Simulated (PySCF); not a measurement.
# Checking a proposed structure

A compound C8H14 gives the data below (simulated from a calculation) and was assigned the structure `C1C[C@H]2CCC[C@H]2C1`.

$^{13}$C{$^{1}$H} NMR (computed): δ 49.0 (CH2, 2C), 42.7 (C), 39.7 (CH2, 2C), 31.7 (CH2, 2C), 15.2 (CH2).

$^{1}$H NMR (400 MHz, computed): δ 2.01 (m, 4H), 1.91 (m, 2H), 1.80 (m, 4H), 1.54 (m, 4H).

Theory: geometry from GFN2-xTB, GIAO PBE0/pcSseg-1 shieldings, in PySCF (in vacuum, non-relativistic Hamiltonian, equivalent nuclei averaged, single conformer).

Scale: TMS for $^{1}$H (σ = 31.72 ppm), $^{13}$C (σ = 186.93 ppm) (reference shieldings calculated alike).

(1) Compare with the shifts computed for the proposed structure, pairing carbons in order of shift.

(2) Which isomer fits?

## Answers

(1) Atom-mapped SMILES (the numbers label the heavy atoms): `[CH2:1]1[CH2:2][C@H:3]2[CH2:4][CH2:5][CH2:6][C@H:7]2[CH2:8]1` (H(Xn): hydrogen on atom n).

```csv
atom,computed for proposal,given list,difference
C3,46.1,49.0,-2.9
C7,46.1,49.0,-2.9
C2,37.7,42.7,-5.0
C4,37.7,39.7,-2.0
C6,37.7,39.7,-2.0
C8,37.7,31.7,+6.0
C1,28.6,31.7,-3.1
C5,28.6,15.2,+13.4
```

The rms difference is 5.9 ppm and the largest +13.4 ppm at C5 (sp3 CH2 in a ring). The proposal also would give 3 carbon signals, not 5. The carbon types in order of shift don't match either: CH, CH, CH2, CH2, CH2, CH2, CH2, CH2 for the proposal against CH2, CH2, C, CH2, CH2, CH2, CH2, CH2 in the data. The proposal doesn't fit.

(2) spiro(3.4)octane.

Carbon types of the structure: 1 × C, 7 × CH2, which accounts for all hydrogens. δC 49.0, 39.7, 31.7, 15.2: sp3 CH2 in a ring; a saturated carbon with 2 carbon neighbours and no heteroatom attached. δC 42.7: quaternary sp3 carbon in a ring; aliphatic region, no heteroatom directly attached. δH 2.01, 1.91, 1.80, 1.54: hydrogen on an sp3 CH2 in a ring.

Other isomers checked: C1CCC2(CC1)CC2 (rms 10.8 ppm); C1CC(C2CCC2)C1 (rms 10.9 ppm).

The data come from this structure; uniqueness wasn't tested.

Shifts are as computed. Against solution values, carbons near 30 ppm lie about +3 ppm off and those near 130 ppm about +5 ppm. Of 1211 compounds with measured shifts, 218 miss one by over three times the rms of a fit or turn the order of signals round; such compounds aren't used in these exercises. Multiplicities follow the n + 1 count of equivalent neighbours, as no J values were calculated; m marks all less simple cases, F and P coupling included.
